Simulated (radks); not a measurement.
Values are calculated unless marked as measured or tabulated.
Q: Ionisation of Tm7+, [Kr] 4d10 4f11 5s2 5p3, to Tm8+, [Kr] 4d10 4f11 5s2 5p2, under several functionals. Scalar-relativistic Kohn-Sham, spin-polarised, spherical densities, finite nucleus; open shells are filled with parallel spins first (spin-orbit coupling, left out, can overturn this in heavy ions); a radial shooting solver on a logarithmic mesh with Libxc functionals. Known Delta-SCF values: exchange-only r2SCAN 131.62 eV; r2SCAN 132.77 eV; MS2 meta-GGA 131.67 eV. What does SCAN give, and what is its highest occupied eigenvalue?

A: 132.15 eV by Delta-SCF; the 4f eigenvalue is -108.21 eV. NIST: 133 eV (theoretical).
